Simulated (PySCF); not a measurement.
C$_{3}$H$_{9}$ClGaNO (SMILES C[O][Ga]([Cl])[N](C)C), singlet, at a GFN2-xTB geometry (such geometries of metal compounds can be far from the true shape), with bond 12-9 at 1.4 times its length; PySCF with CASSCF(4,4)/STO-3G.

Here is a job for PySCF.
```python
from pyscf import gto, scf, mcscf
import numpy

mol = gto.M(
    atom='''
Ga   -0.06741598   -0.15964564    0.03826340
Cl   -0.34274691   -1.56483698    1.57881189
O    -0.10936151   -0.68907992   -1.65120732
C    -0.35610333   -1.92217903   -2.29572959
H    -0.53362707   -2.73732743   -1.58554306
H    -1.23456382   -1.81897728   -2.93872613
H     0.51180982   -2.17657665   -2.91019363
N     0.57346480    1.59487705    0.21165271
C     0.40864445    2.29325056    1.47457231
C     0.50923174    2.47777579   -0.94072139
H     1.26848708    2.95254420    1.63410799
H    -0.86601428    3.15099802    1.51823659
H     0.37530608    1.56829066    2.29158514
H    -0.40186784    3.08923414   -0.95263449
H     1.37416414    3.14886409   -0.92359634
H     0.54871201    1.87468042   -1.84736655
''',
    basis='sto-3g',
    verbose=4,
)

mf = scf.RHF(mol)
mf.kernel()
mc = mcscf.CASSCF(mf, 4, 4)
mc.fix_spin_(ss=0.0)
mc.kernel()
occ = numpy.linalg.eigvalsh(mc.fcisolver.make_rdm1(mc.ci, mc.ncas, mc.nelecas))[::-1]
ss = mc.fcisolver.spin_square(mc.ci, mc.ncas, mc.nelecas)[0]
print('natural occupations', occ.round(4), ' <S^2>', round(ss, 4))
```

Output, abridged:

```
PySCF version 2.14.0

[INPUT] verbose = 4
[INPUT] num. atoms = 16
[INPUT] num. electrons = 90
[INPUT] charge = 0
[INPUT] spin (= nelec alpha-beta = 2S) = 0
[INPUT] symmetry False subgroup None
[INPUT] Mole.unit = angstrom
[INPUT] Symbol           X                Y                Z      unit          X                Y                Z       unit  Magmom
[...]
nuclear repulsion = 671.397233105688
number of shells = 37
number of NR pGTOs = 183
number of NR cGTOs = 61
basis = sto-3g
ecp = {}

******** <class 'pyscf.scf.hf.RHF'> ********
method = RHF
initial guess = minao
damping factor = 0
level_shift factor = 0
DIIS = <class 'pyscf.scf.diis.CDIIS'>
diis_start_cycle = 1
diis_space = 8
diis_damp = 0
SCF conv_tol = 1e-09
SCF conv_tol_grad = None
SCF max_cycles = 50
direct_scf = True
direct_scf_tol = 1e-13
Set gradient conv threshold to 3.16228e-05
Initial guess from minao.
init E= -2598.37516596696
[...]
cycle= 1 E= -2600.32763357401  delta_E= -1.95  |g|= 0.645  |ddm|= 4.76
[...]
cycle= 2 E= -2600.50654975223  delta_E= -0.179  |g|= 0.227  |ddm|= 1.38
[...]
cycle= 3 E= -2600.52577819435  delta_E= -0.0192  |g|= 0.0669  |ddm|= 0.411
[...]
cycle= 4 E= -2600.5280805139  delta_E= -0.0023  |g|= 0.0191  |ddm|= 0.14
[...]
cycle= 5 E= -2600.52840090608  delta_E= -0.00032  |g|= 0.00663  |ddm|= 0.0642
[...]
cycle= 6 E= -2600.52845610513  delta_E= -5.52e-05  |g|= 0.0038  |ddm|= 0.0243
[...]
cycle= 7 E= -2600.52848077503  delta_E= -2.47e-05  |g|= 0.00147  |ddm|= 0.0217
[...]
cycle= 8 E= -2600.52848505684  delta_E= -4.28e-06  |g|= 0.000716  |ddm|= 0.00836
[...]
cycle= 9 E= -2600.52848629561  delta_E= -1.24e-06  |g|= 0.000246  |ddm|= 0.00531
[...]
cycle= 10 E= -2600.52848643315  delta_E= -1.38e-07  |g|= 9.8e-05  |ddm|= 0.00166
[...]
cycle= 11 E= -2600.52848645232  delta_E= -1.92e-08  |g|= 4.02e-05  |ddm|= 0.000589
[...]
cycle= 12 E= -2600.52848645543  delta_E= -3.12e-09  |g|= 1.72e-05  |ddm|= 0.000243
[...]
cycle= 13 E= -2600.52848645614  delta_E= -7.01e-10  |g|= 6.69e-06  |ddm|= 0.000112
[...]
Extra cycle  E= -2600.52848645621  delta_E= -7.46e-11  |g|= 4.65e-06  |ddm|= 1.98e-05
converged SCF energy = -2600.52848645621

******** <class 'pyscf.mcscf.mc1step.CASSCF'> ********
CAS (2e+2e, 4o), ncore = 43, nvir = 14
max_cycle_macro = 50
max_cycle_micro = 4
conv_tol = 1e-07
conv_tol_grad = None
orbital rotation max_stepsize = 0.02
orbital rotation threshold for CI restart = 0.01
augmented hessian ah_max_cycle = 30
augmented hessian ah_conv_tol = 1e-12
[...]
CASCI E = -2600.53089783501  S^2 = 0.0000000
[...]
macro iter  15 ( 21 JK    4 micro), CASSCF E = -2600.56010741628  dE =  1.14610884e-06  S^2 = 0.0000000
               |grad[o]|=0.00246  |grad[c]|=0.00211  |ddm|=0.00224  |maxRot[o]|=0.00138
macro iter  16 ( 24 JK    4 micro), CASSCF E = -2600.56024012746  dE = -1.32711185e-04  S^2 = 0.0000000
               |grad[o]|=0.00249  |grad[c]|=0.000587  |ddm|=0.000915  |maxRot[o]|=0.023
macro iter  17 ( 21 JK    4 micro), CASSCF E = -2600.56023968970  dE =  4.37765266e-07  S^2 = 0.0000000
               |grad[o]|=0.00175  |grad[c]|=0.00181  |ddm|=0.00178  |maxRot[o]|=0.000963
macro iter  18 ( 25 JK    4 micro), CASSCF E = -2600.56031595820  dE = -7.62685063e-05  S^2 = 0.0000000
               |grad[o]|=0.00177  |grad[c]|=0.00064  |ddm|=0.000597  |maxRot[o]|=0.0194
macro iter  19 ( 21 JK    4 micro), CASSCF E = -2600.56031545366  dE =  5.04539457e-07  S^2 = 0.0000000
               |grad[o]|=0.00117  |grad[c]|=0.00164  |ddm|=0.00133  |maxRot[o]|=0.00073
macro iter  20 ( 25 JK    4 micro), CASSCF E = -2600.56035993347  dE = -4.44798029e-05  S^2 = 0.0000000
               |grad[o]|=0.00118  |grad[c]|=0.000594  |ddm|=0.000547  |maxRot[o]|=0.0187
macro iter  21 ( 16 JK    4 micro), CASSCF E = -2600.56036815337  dE = -8.21990216e-06  S^2 = 0.0000000
               |grad[o]|=0.000644  |grad[c]|=0.00112  |ddm|=0.000883  |maxRot[o]|=0.00611
macro iter  22 ( 10 JK    4 micro), CASSCF E = -2600.56037003097  dE = -1.87760543e-06  S^2 = 0.0000000
               |grad[o]|=0.000468  |grad[c]|=0.000667  |ddm|=0.000828  |maxRot[o]|=0.00194
macro iter  23 (  3 JK    1 micro), CASSCF E = -2600.56037814379  dE = -8.11281734e-06  S^2 = 0.0000000
               |grad[o]|=0.000442  |grad[c]|=0.000842  |ddm|=0.000689  |maxRot[o]|=0.0136
macro iter  24 (  6 JK    2 micro), CASSCF E = -2600.56037825712  dE = -1.13324859e-07  S^2 = 0.0000000
               |grad[o]|=0.0002  |grad[c]|=5.57e-05  |ddm|=0.00031  |maxRot[o]|=0.00156
macro iter  25 (  1 JK    1 micro), CASSCF E = -2600.56037825718  dE = -6.77573553e-11  S^2 = 0.0000000
               |grad[o]|=2.73e-05  |grad[c]|=7.99e-06  |ddm|=1.47e-05  |maxRot[o]|=    0
1-step CASSCF converged in  25 macro (413 JK  86 micro) steps
CASSCF canonicalization
Density matrix diagonal elements [1.96682071 1.96385433 0.03675446 0.03257051]
CASSCF energy = -2600.56037825718
CASCI E = -2600.56037825718  E(CI) = -5.47226965636582  S^2 = 0.0000000
natural occupations [1.9707 1.9654 0.0349 0.0289]  <S^2> 0.0
```
